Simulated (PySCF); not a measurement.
Isomers of C2H9OPSi. Method used: PySCF, PBE0-D3(BJ)/def2-SVP geometry optimisation, gas phase. Energies are electronic, without zero-point or thermal terms, for one conformer each. No frequencies were run at this level. Point groups hold within 0.08 Å.

Question: Rank from lowest to highest electronic energy at this level (kJ/mol).
A. `[CH3:1][CH2:2][Si@@H:3]([OH:4])[PH2:5]` with C1–C2–Si3–O4 56°, C2–Si3–O4–H 67°, C2–Si3–P5–H 68° and 163°
B. `[CH3:1][O:2][Si@H:3]([CH3:4])[PH2:5]` with C1–O2–Si3–C4 176°, O2–Si3–P5–H -179° and -86°

Answer: A (0.0), B (34.7).

As drawn, the lower has an O–H bond, which the higher lacks.

```tsv
SMILES	E (Eh)	E rel (kJ/mol)	dipole (D)	point group	A, B, C (MHz)
CC[Si@@H](O)P	-787.01352	0.0	1.13	C1	4812, 1691, 1363
CO[Si@H](C)P	-787.00033	34.7	0.99	C1	3171, 2412, 1501
```

How do the relative energies change in single points at B3LYP/pcSseg-1 (no added dispersion term) on the same geometries?

```tsv
SMILES	PBE0-D3(BJ)/def2-SVP (kJ/mol)	B3LYP/pcSseg-1 (kJ/mol)	shift
CC[Si@@H](O)P	0.0	0.0	0.0
CO[Si@H](C)P	34.7	31.2	-3.5
```

Each column counts from its own lowest isomer. The order is unchanged; the largest shift is 3.5 kJ/mol.
